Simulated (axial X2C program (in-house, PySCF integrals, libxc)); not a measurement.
**Curves of TiF by EOM-EA-CCSD**

Calculated with an axial X2C code built on PySCF integrals: two-component X2C with atomic mean-field Coulomb and Gaunt terms, Gaussian nuclei, basis Ti dyall-acv3z, F dyall-av3z with contracted cores.

Energies in eV from the lowest point of the lowest state; states are followed by energy order within each Ω. Reference: TiF⁺, 18 electrons correlated in 84 virtual spinors with an MP2 remainder; levels at this size can be off by some tenths of an eV. Masses 47.948 and 18.998 u.

```csv
R (Å),(1)Ω=1/2,(1)Ω=3/2,(2)Ω=1/2,(3)Ω=1/2
1.634,0.4393,2.3873,2.7022,2.7675
1.705,0.1235,2.0146,2.2778,2.4184
1.776,0.0000,1.8216,2.0394,2.2423
1.856,0.0207,1.7553,1.9294,2.1821
1.936,0.1560,1.8003,1.9374,2.2226
```

T1 of the reference reaches 0.022 (Lee–Taylor). Curves followed by order can swap character. Number of frozen shells: Ti 2 s, 1 p; F 1 s. Roots with under 60 % one-particle weight at any point are counted in the labels but not shown, and the list ends where the roots sought for some Ω run out; states that need a further excitation are missing and may lie low or lowest. Curves with a minimum but no constants failed the fit check.
